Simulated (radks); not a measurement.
Species: Cs37+. Configuration: [Ar]. All-electron calculation, non-relativistic Kohn-Sham, PBE, spin-unpolarised, spherical densities, point nucleus; relativity is left out, which matters for an element this heavy. Program: a radial shooting solver on a logarithmic mesh with Libxc functionals.

Normalised radial functions P(r) = r R(r), r in bohr:

| r | 2p | 3s |
|---|---|---|
| 0.003055 | 0.0342 | 0.3376 |
| 0.003791 | 0.0517 | 0.4014 |
| 0.004743 | 0.0788 | 0.4748 |
| 0.005886 | 0.1177 | 0.5502 |
| 0.007364 | 0.1769 | 0.6285 |
| 0.00914 | 0.2597 | 0.6966 |
| 0.01134 | 0.3768 | 0.7466 |
| 0.01419 | 0.5459 | 0.7630 |
| 0.01761 | 0.7668 | 0.7248 |
| 0.02204 | 1.0659 | 0.6059 |
| 0.02735 | 1.4249 | 0.3952 |
| 0.03421 | 1.8591 | 0.0686 |
| 0.04246 | 2.3052 | -0.3339 |
| 0.0527 | 2.7190 | -0.7673 |
| 0.06593 | 3.0241 | -1.1407 |
| 0.08183 | 3.1027 | -1.2827 |
| 0.1024 | 2.8882 | -1.0554 |
| 0.1271 | 2.3994 | -0.4157 |
| 0.159 | 1.7062 | 0.5680 |
| 0.1973 | 1.0305 | 1.5223 |
| 0.2448 | 0.5036 | 2.1027 |
| 0.3063 | 0.1815 | 2.0626 |
| 0.3802 | 0.0487 | 1.5076 |
| 0.4756 | 0.0081 | 0.7913 |
| 0.5903 | 0.0009 | 0.2988 |
| 0.7385 | 0.0000 | 0.0701 |
| 0.9166 | 0.0000 | 0.0103 |

2p: eigenvalue -6929.4 eV, 0 radial nodes, <r> = 0.0998 bohr, 90 % of the charge inside 0.161 bohr. 3s: eigenvalue -2735.2 eV, 2 radial nodes at r = 0.0356, 0.140 bohr, <r> = 0.286 bohr, 90 % of the charge inside 0.414 bohr.
